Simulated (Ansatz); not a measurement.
Input and output for CH₆BNO (`CB(N)O`).

```yaml
crystal:
  periodic: [false, false, false]
  atoms:
    - {symbol: C, position_ang: [-1.017280, 0.735564, -0.144365]}
    - {symbol: B, position_ang: [0.383134, -0.150182, -0.102508]}
    - {symbol: N, position_ang: [0.643347, -1.154013, 0.944552]}
    - {symbol: O, position_ang: [1.420218, 0.022600, -1.098158]}
    - {symbol: H, position_ang: [-1.581792, 0.564214, -1.131509]}
    - {symbol: H, position_ang: [-1.739507, 0.486876, 0.710744]}
    - {symbol: H, position_ang: [-0.792386, 1.861906, -0.087424]}
    - {symbol: H, position_ang: [1.534039, -1.719611, 0.973144]}
    - {symbol: H, position_ang: [-0.036070, -1.366399, 1.719764]}
    - {symbol: H, position_ang: [1.186297, 0.719056, -1.784261]}
basis:
  gaussian: {orbitals: "6-31++G**"}
hamiltonian: {xc: {name: B3LYP5}}
output: {forces: true}
```

```sh
$ ansatz run in.yaml --threads 2 --pin off --events-out ev --progress --plain --max-ram 32768MiB --backend cpu
```

Output, abridged:

```
Functional definition: B3LYP5
1019 factors; integrals over basis functions are off by at most 1.0e-3 eV
mean field evaluation 1: about -5333.2777 eV, gradient 8.6e1 eV
mean field evaluation 2: about -5312.7994 eV, gradient 1.3e2 eV
mean field evaluation 4: about -5348.1706 eV, gradient 7.6e0 eV
mean field evaluation 8: about -5348.2925 eV, gradient 1.1e-1 eV
mean field -5348.29252810 eV, -196.5461252046 hartree, gradient 7.3e-5 eV, S^2 0.000000; 0 other end points of the search recorded, 0 dependent functions left out
reference -5348.29284478 eV, -196.5461368426 hartree; 16, 16 occupied and 96, 96 virtual orbitals, 1019 factors
Total energy: -5348.29284478 eV, -196.5461368426 hartree
Atom 0 at    -1.017280     0.735564    -0.144365 Å, force    -0.056123     0.092343    -0.072152 eV/Å
Atom 1 at     0.383134    -0.150182    -0.102508 Å, force     0.512766    -0.404033     0.112956 eV/Å
Atom 2 at     0.643347    -1.154013     0.944552 Å, force     0.007118     0.251370    -0.317453 eV/Å
Atom 3 at     1.420218     0.022600    -1.098158 Å, force    -1.823486     0.918604     0.236970 eV/Å
Atom 4 at    -1.581792     0.564214    -1.131509 Å, force     0.717571     0.216629     1.275361 eV/Å
Atom 5 at    -1.739507     0.486876     0.710744 Å, force     0.951137     0.315235    -1.110912 eV/Å
Atom 6 at    -0.792386     1.861906    -0.087424 Å, force    -0.295275    -1.448051    -0.064008 eV/Å
Atom 7 at     1.534039    -1.719611     0.973144 Å, force    -1.541527     0.979625    -0.050006 eV/Å
Atom 8 at    -0.036070    -1.366399     1.719764 Å, force     1.187148     0.375676    -1.360430 eV/Å
Atom 9 at     1.186297     0.719056    -1.784261 Å, force     0.340672    -1.297398     1.349674 eV/Å
Dipole moment:    -0.201061     0.052202     0.086714 e Å
```

Hardware: 2 threads of a server CPU on a shared host. Wall time 2.6 s, peak host memory 0.39 GiB.
